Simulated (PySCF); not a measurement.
C2H10N2Si2. Atoms are numbered in the order given.

```xyz
16

C      0.5344    -1.0918     1.7045
C     -0.0239    -0.3257     0.5272
N      0.6455     0.1238    -0.4611
Si     2.3344     0.1025    -0.9216
Si    -1.9178     0.0071     0.4619
N     -2.0927     1.1315    -0.8279
H      0.0086    -2.0567     1.8079
H      0.3408    -0.5323     2.6357
H      1.6145    -1.2798     1.6179
H      2.7659     1.5225    -1.0470
H      2.4091    -0.5547    -2.2563
H      3.2898    -0.5981    -0.0020
H     -2.3746     0.5342     1.7848
H     -2.6072    -1.3151     0.2861
H     -1.2594     1.1923    -1.4132
H     -2.9521     1.2725    -1.3456
```
Charge 0, spin multiplicity 1.

The structure is a stationary point at B3LYP-D3(BJ)/def2-SVP. The structure was generated by enumeration; whether it is a known compound was not checked. One conformer was computed; it need not be the lowest.

Calculation: PBE/pcSseg-1 in PySCF.

GIAO shieldings, no solvent; atoms listed in one row are averaged. δ = σ(ref) − σ: ¹³C against TMS (σ = 182.0 ppm); ¹⁵N against NH3 (σ = 267.0 ppm); ²⁹Si against TMS (σ = 335.4 ppm); ¹H against TMS (σ = 31.49 ppm), references at their B3LYP-D3(BJ)/def2-TZVP geometries, non-relativistic.

Computed chemical shifts:
```csv
nucleus,atoms,count,δ (ppm)
¹³C,C2,1,213.5
¹³C,C1,1,33.3
¹⁵N,N3,1,406.2
¹⁵N,N6,1,1.9
²⁹Si,Si5,1,-60.1
²⁹Si,Si4,1,-77.7
¹H,"H10, H11, H12",3,5.48
¹H,H14,1,5.44
¹H,H13,1,5.27
¹H,"H7, H8, H9",3,2.66
¹H,H15,1,1.17
¹H,H16,1,0.02
```
